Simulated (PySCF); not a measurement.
Harmonic spectrum computed at PBE0 in the def2-SVP basis family (core potentials from Rb on, PySCF, no spin–orbit coupling):

```
ω (cm⁻¹)  IR (km/mol)
      54          0.0
      96          0.1
     112          1.4
     179         37.0
     181         14.8
     492         46.9
```

**Question.** Which molecule gave it? In each, all ligands are bound to the one heavy central atom.
A. TcSI₂ (quartet)
B. TeSI₂ (singlet)
C. ReSI₂ (quartet)
D. WSI₂ (triplet)

**Answer.** B. It has Cs symmetry with Te–I 2.787 Å (×2), Te–S 2.221 Å.
